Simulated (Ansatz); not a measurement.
One change: `C[O][W](=[NH])(=[NH])[F]` becomes `C[O][W](=[NH])(=[NH])[Cl]`.

Ansatz, PBE0-D4/def2-TZVP geometries, multiplicity 1. Each molecule was computed in one conformer, which needn't be the lowest.

Elements past krypton have def2 core potentials.

```tsv
property	`C[O][W](=[NH])(=[NH])[F]`
HOMO energy (PBE0/def2-TZVPP) / eV	-7.64
LUMO energy (PBE0/def2-TZVPP) / eV	-0.91
HOMO energy (ωB97M-V/def2-TZVPP) / eV	-9.89
size of the dipole moment (B3LYP/def2-TZVPP) / D	2.87
LUMO energy (ωB97M-V/def2-TZVPP) / eV	1.19
HOMO–LUMO gap (ωB97M-V/def2-TZVPP) / eV	11.08
```

**Question.** What does the change do to each property? (An estimate is asked.)

**Answer.** Ansatz gave: 
```
                                        property  `C[O][W](=[NH])(=[NH])[Cl]`  shift
              HOMO energy (PBE0/def2-TZVPP) / eV                        -7.70  -0.06
              LUMO energy (PBE0/def2-TZVPP) / eV                        -1.33  -0.42
           HOMO energy (ωB97M-V/def2-TZVPP) / eV                        -9.93  -0.04
size of the dipole moment (B3LYP/def2-TZVPP) / D                         3.00   0.13
           LUMO energy (ωB97M-V/def2-TZVPP) / eV                         0.72  -0.47
         HOMO–LUMO gap (ωB97M-V/def2-TZVPP) / eV                        10.65  -0.43
```

With PBE0 the HOMO falls by 0.06 eV and the LUMO falls by 0.42 eV, so the gap narrows by about 0.36 eV. PBE moves the HOMO by -0.07 eV and ωB97M-V by -0.04 eV. Dipoles are sizes alone; their direction can turn.

Positive LUMOs are unbound, so they and the gaps depend on the basis.

B3LYP here is the variant with VWN-RPA as its local correlation; programs differ in this.
